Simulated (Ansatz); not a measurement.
Computed with Ansatz on PBE0-D4/def2-TZVP structures; ΔE is electronic, products minus reactants. CCSD(T)/CBS is the MP2 limit (def2-TZVPP, def2-QZVPP) plus CCSD(T) − MP2 in def2-TZVPP, frozen cores. DFT in def2-TZVPP. For Ga outer-core shells are correlated without core-valence functions, which leaves a few kJ/mol of doubt a bond. Scalar relativity is left out up to krypton. One conformer a species, not always the lowest.

`[NH2][GaH][AlH2]` + `OC[SiH](F)F` → `F[SiH](F)C[O][AlH2]` + `[NH2][GaH2]`  (cleavage of the Al–Ga bond)

CCSD(T)/CBS gives -28.9 kcal/mol.

**Question.** Another level gave -31.6 kcal/mol. Which?
A. PBE0-D4/def2-TZVPP
B. r2SCAN-D4/def2-TZVPP
C. ωB97M-V/def2-TZVPP
D. MP2/def2-TZVPP

**Answer.** D. MP2/def2-TZVPP -31.6, r2SCAN-D4 -29.1, PBE0-D4 -26.0, ωB97M-V -30.2 kcal/mol.

Largest T1 diagnostic among the species: 0.015.

From PBE to PBE0 (25 % exact exchange), in def2-TZVPP and without D4, ΔE moves by −0.9 kcal/mol.
